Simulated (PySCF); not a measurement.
C$_{2}$H$_{6}$AlBrO$_{2}$ (SMILES CC[O][Al]([OH])[Br]), singlet, at a GFN2-xTB geometry (such geometries of metal compounds can be far from the true shape); PySCF with DF-PBE0/def2-SVPD.

The PySCF input:
```python
from pyscf import gto, scf, dft

mol = gto.M(
    atom='''
Al    0.370606    0.817246    0.314444
Br    0.529488   -1.353765    0.848302
O     1.276569    1.824119    1.230727
H     1.728557    2.536742    1.655205
O    -0.606391    1.280010   -0.920221
C    -1.503393    1.292949   -1.993010
C    -1.968933   -0.111721   -2.348818
H    -2.361892    1.915679   -1.714449
H    -1.002755    1.753876   -2.852895
H    -2.465549   -0.566604   -1.493946
H    -2.661474   -0.073914   -3.185433
H    -1.114314   -0.728593   -2.619908
''',
    basis='def2-svpd',
    charge=0,
    spin=0,
    verbose=4,
    max_memory=1800,
)

mf = dft.RKS(mol)
mf.xc = 'pbe0'
mf = mf.density_fit(auxbasis='def2-universal-jkfit')
mf.kernel()
```

It wrote (shortened):

```
PySCF version 2.14.0

[INPUT] verbose = 4
[INPUT] num. atoms = 12
[INPUT] num. electrons = 82
[INPUT] charge = 0
[INPUT] spin (= nelec alpha-beta = 2S) = 0
[INPUT] symmetry False subgroup None
[INPUT] Mole.unit = angstrom
[INPUT] Symbol           X                Y                Z      unit          X                Y                Z       unit  Magmom
[INPUT]  1 Al     0.370606000000   0.817246000000   0.314444000000 AA    0.700343840121   1.544371116396   0.594213041513 Bohr   0.0
[INPUT]  2 Br     0.529488000000  -1.353765000000   0.848302000000 AA    1.000587306244  -2.558245087022   1.603058450921 Bohr   0.0
[INPUT]  3 O      1.276569000000   1.824119000000   1.230727000000 AA    2.412365789110   3.447085328615   2.325736964108 Bohr   0.0
[INPUT]  4 H      1.728557000000   2.536742000000   1.655205000000 AA    3.266499320700   4.793747628681   3.127884130011 Bohr   0.0
[INPUT]  5 O     -0.606391000000   1.280010000000  -0.920221000000 AA   -1.145912914401   2.418868336705  -1.738965664073 Bohr   0.0
[INPUT]  6 C     -1.503393000000   1.292949000000  -1.993010000000 AA   -2.841001027588   2.443319503030  -3.766243063519 Bohr   0.0
[INPUT]  7 C     -1.968933000000  -0.111721000000  -2.348818000000 AA   -3.720744127618  -0.211122092363  -4.438622736449 Bohr   0.0
[INPUT]  8 H     -2.361892000000   1.915679000000  -1.714449000000 AA   -4.463329015801   3.620108652581  -3.239839064534 Bohr   0.0
[INPUT]  9 H     -1.002755000000   1.753876000000  -2.852895000000 AA   -1.894932320038   3.314345296448  -5.391190212141 Bohr   0.0
[INPUT] 10 H     -2.465549000000  -0.566604000000  -1.493946000000 AA   -4.659212356695  -1.070726381083  -2.823148784889 Bohr   0.0
[INPUT] 11 H     -2.661474000000  -0.073914000000  -3.185433000000 AA   -5.029456947651  -0.139677216771  -6.019595958152 Bohr   0.0
[INPUT] 12 H     -1.114314000000  -0.728593000000  -2.619908000000 AA   -2.105748276769  -1.376841226275  -4.950908591557 Bohr   0.0

nuclear repulsion = 484.634547619403
number of shells = 83
number of NR pGTOs = 311
number of NR cGTOs = 199
basis = def2-svpd
ecp = {}

******** <class 'pyscf.df.df_jk.DFRKS'> ********
method = DFRKS
initial guess = minao
damping factor = 0
level_shift factor = 0
DIIS = <class 'pyscf.scf.diis.CDIIS'>
diis_start_cycle = 1
diis_space = 8
diis_damp = 0
SCF conv_tol = 1e-09
SCF conv_tol_grad = None
SCF max_cycles = 50
direct_scf = False
XC library pyscf.dft.libxc version 7.1.2
    S. Lehtola, C. Steigemann, M. J. T. Oliveira, and M. A. L. Marques,  SoftwareX 7, 1–5 (2018)
XC functionals = pbe0
    C. Adamo and V. Barone,  J. Chem. Phys. 110, 6158 (1999)
    M. Ernzerhof and G. E. Scuseria,  J. Chem. Phys. 110, 5029 (1999)
radial grids:
    Treutler-Ahlrichs [JCP 102, 346 (1995); DOI:10.1063/1.469408] (M4) radial grids

becke partition: Becke, JCP 88, 2547 (1988); DOI:10.1063/1.454033
pruning grids: <function nwchem_prune>
grids dens level: 3
symmetrized grids: False
atomic radii adjust function: <function treutler_atomic_radii_adjust>
small_rho_cutoff = 0
Set gradient conv threshold to 3.16228e-05
Initial guess from minao.
tot grids = 154856
******** <class 'pyscf.df.df.DF'> ********
auxbasis = def2-universal-jkfit
init E= -3045.1573905417
  HOMO = -0.352237401298462  LUMO = -0.0921671134814588  gap/eV = 7.07687
cycle= 1 E= -3045.62748573218  delta_E= -0.47  |g|= 0.997  |ddm|= 5.74
  HOMO = -0.150328653656827  LUMO = -0.00513680396160066  gap/eV = 3.95087
cycle= 2 E= -3045.2853296114  delta_E= 0.342  |g|= 1.65  |ddm|= 3.67
  HOMO = -0.286046149851135  LUMO = -0.0300909003716772  gap/eV = 6.96490
cycle= 3 E= -3045.81505736145  delta_E= -0.53  |g|= 0.113  |ddm|= 2.33
  HOMO = -0.294831422346255  LUMO = -0.0280846555534535  gap/eV = 7.25855
cycle= 4 E= -3045.81754898379  delta_E= -0.00249  |g|= 0.0577  |ddm|= 0.263
  HOMO = -0.294993593628128  LUMO = -0.0283342290412891  gap/eV = 7.25617
cycle= 5 E= -3045.81826538507  delta_E= -0.000716  |g|= 0.0141  |ddm|= 0.0887
  HOMO = -0.293635314689078  LUMO = -0.0281660651899851  gap/eV = 7.22379
cycle= 6 E= -3045.81829542565  delta_E= -3e-05  |g|= 0.00639  |ddm|= 0.0244
  HOMO = -0.29386662888334  LUMO = -0.0281096163050845  gap/eV = 7.23162
cycle= 7 E= -3045.81830273326  delta_E= -7.31e-06  |g|= 0.00047  |ddm|= 0.00806
  HOMO = -0.293920133857645  LUMO = -0.0281571262108642  gap/eV = 7.23178
cycle= 8 E= -3045.81830278061  delta_E= -4.74e-08  |g|= 0.000136  |ddm|= 0.00132
  HOMO = -0.293909605394214  LUMO = -0.0281466060095927  gap/eV = 7.23178
cycle= 9 E= -3045.8183027848  delta_E= -4.19e-09  |g|= 3.4e-05  |ddm|= 0.00033
  HOMO = -0.293908967982031  LUMO = -0.0281462656894713  gap/eV = 7.23177
cycle= 10 E= -3045.81830278505  delta_E= -2.55e-10  |g|= 8.71e-06  |ddm|= 6.17e-05
  HOMO = -0.293910048312169  LUMO = -0.0281465351087036  gap/eV = 7.23179
Extra cycle  E= -3045.81830278505  delta_E= 6.82e-12  |g|= 9.97e-06  |ddm|= 2.91e-05
converged SCF energy = -3045.81830278505
```
